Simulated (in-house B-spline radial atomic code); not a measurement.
Checks on a self-consistent run for Ir5+, 2s2 2p6 3s2 3p6 3d10 4s2 4p6 4d10 4f14 5s2 5p6 5d6. Method: Dirac-Hartree-Fock, average of configuration, Fermi nucleus of rms radius 5.4032 fm. Calculated with a radial B-spline atomic code at the basis-set limit.

```tsv
orbital	q	ε (Eh)	<1/r>	<r²>	small-component weight
2s1/2	2	-523.58067	23.1385	0.00612032	0.020238
2p1/2	2	-508.54704	23.1903	0.00426933	0.020395
2p3/2	4	-443.02127	19.0392	0.0054318	0.018239
3s1/2	2	-128.27266	8.54338	0.0393248	0.0068071
3p1/2	2	-119.74394	8.48693	0.0354467	0.0067771
3p3/2	4	-105.08630	7.40792	0.0416727	0.0061563
3d3/2	4	-88.76310	7.31289	0.0319027	0.0060538
3d5/2	6	-85.53814	7.05705	0.0336359	0.0058748
4s1/2	2	-31.15378	3.5983	0.190766	0.0022756
4p1/2	2	-27.18700	3.50697	0.192536	0.0021984
4p3/2	4	-23.63011	3.15	0.222807	0.001979
4d3/2	4	-16.52657	2.95094	0.234988	0.0017853
4d5/2	6	-15.83250	2.86198	0.246261	0.0017199
4f5/2	6	-6.51532	2.49438	0.288494	0.001352
4f7/2	8	-6.36797	2.45968	0.296293	0.0013248
5s1/2	2	-7.10924	1.44338	0.986456	0.00055289
5p1/2	2	-5.65238	1.34312	1.11919	0.00049055
5p3/2	4	-5.01464	1.22128	1.30148	0.00042831
5d3/2	2.4	-2.91060	0.985501	1.95978	0.0002917
5d5/2	3.6	-2.83272	0.956061	2.06312	0.0002769
```

Electron-electron repulsion V_ee = 6024.1056 hartree.

Problem. What total energy follows from the eigenvalues?

Solution. The eigenvalues count the repulsion twice, so E = Σqε - V_ee = -6146.104 - 6024.106 = -12170.210 hartree; the run printed -12170.210.

Problem. Does the Dirac virial theorem hold?

Solution. For a point nucleus E = -2c²Σq·w, with w the small-component weight. Here Σq·w = 0.32401 and c = 137.0360, so the ratio E/(-2c²Σq·w) is 1.000084; the finite nucleus accounts for the departure from 1.

Problem. What diamagnetic shielding (Lamb formula) and susceptibility (Langevin formula) do the radii give?

Solution. σ = (α²/3)Σq<1/r> = 410.796/(3·137.036²) = 7291.8 ppm, and χ = -0.79199×10⁻⁶·Σq<r²> = -24.09×10⁻⁶ cm³/mol with Σq<r²> = 30.413 bohr². Both are non-relativistic formulas without the paramagnetism of open shells; for so heavy an element the full relativistic shielding is larger by tens of per cent.
